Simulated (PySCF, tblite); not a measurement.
Isomers of C8H9ClSi, one GFN2-xTB conformer each. Single-point energies are computed at PBE0/pcSseg-1 (PySCF, gas phase, no added dispersion term), electronic only.

Question: Rank them by PBE0/pcSseg-1 energy, lowest first (kJ/mol).
A. `[CH:1]#[C:2][C:3]#[C:4][C@@H:5]([Cl:6])[C@H:7]1[CH2:8][CH2:9][SiH2:10]1` with C4–C5–C7–C8 68°, C5–C7–C8–C9 133°, C7–C8–C9–Si10 -11°, C8–C9–Si10–C7 9°, C5–C7–Si10–C9 -127°
B. `[CH:1]#[C:2][SiH2:3][C:4]#[C:5][CH2:6][C:7]1([Cl:8])[CH2:9][CH2:10]1` with C5–C6–C7–Cl8 -68°
C. `[CH:1]#[C:2]/[CH:3]=[C:4]1/[C:5](=[CH2:6])[CH2:7][C@H:8]1[SiH2:9][Cl:10]` with C7–C8–Si9–Cl10 -68°
D. `[CH:1]#[C:2][CH2:3][C:4]1=[CH:5][SiH2:6][CH:7]=[C:8]([Cl:9])[CH2:10]1` with C2–C3–C4–C5 114°
E. `[CH:1]#[C:2]/[CH:3]=[CH:4]/[C:5]([Cl:6])=[CH:7]/[SiH2:8][CH:9]=[CH2:10]` with C3–C4–C5–Cl6 -1°, C5–C7–Si8–C9 -64°, C7–Si8–C9–C10 131°
F. `[CH:1]#[C:2][SiH2:3]/[CH:4]=[CH:5]/[C:6]([Cl:7])=[CH:8]/[CH:9]=[CH2:10]` with C2–Si3–C4–C5 0°, C4–C5–C6–Cl7 0°, C6–C8–C9–C10 -179°

Answer: C (0.0), D (33.0), F (88.6), E (129.4), B (169.7), A (195.9).

As drawn, the lowest has a C=C bond outside aromatic rings, which the highest lacks. GFN2-xTB itself gives, in the same order: 0.0, 72.9, 184.4, 202.1, 202.8, 183.4. Both levels put the same isomer lowest; measured from each level's own lowest isomer, the values differ by up to 95.8 kJ/mol (C#C[SiH2]/C=C/C(Cl)=C/C=C: 184.4 against 88.6).

Which frontier levels, dipoles and rotational constants go with these structures?

```tsv
SMILES	HOMO (eV, PBE0/pcSseg-1)	LUMO (eV)	dipole (D)	A, B, C (MHz)
C#C/C=C1/C(=C)C[C@H]1[SiH2]Cl	-6.51	-1.86	1.46	1169, 703.6, 464.6
C#CCC1=C[SiH2]C=C(Cl)C1	-7.44	-0.46	1.65	1128, 723.3, 477.4
C#C[SiH2]/C=C/C(Cl)=C/C=C	-6.54	-1.97	1.76	1607, 424.2, 337.0
C#C/C=C/C(Cl)=C/[SiH2]C=C	-6.84	-2.11	0.96	2606, 400.6, 368.5
C#C[SiH2]C#CCC1(Cl)CC1	-7.82	-0.14	2.40	1881, 390.0, 356.2
C#CC#C[C@@H](Cl)[C@H]1CC[SiH2]1	-7.38	-1.26	2.31	1528, 515.0, 396.0
```

What happens when harmonic zero-point energies from GFN2-xTB frequencies are added?

```tsv
SMILES	ZPE (kJ/mol)	electronic (kJ/mol)	with ZPE (kJ/mol)
C#C/C=C1/C(=C)C[C@H]1[SiH2]Cl	352.0	0.0	0.0
C#CCC1=C[SiH2]C=C(Cl)C1	353.5	33.0	34.5
C#C[SiH2]/C=C/C(Cl)=C/C=C	344.7	88.6	81.4
C#C/C=C/C(Cl)=C/[SiH2]C=C	343.1	129.4	120.5
C#C[SiH2]C#CCC1(Cl)CC1	349.6	169.7	167.4
C#CC#C[C@@H](Cl)[C@H]1CC[SiH2]1	351.8	195.9	195.7
```

The zero-point energies span 10.4 kJ/mol. The order is unchanged.
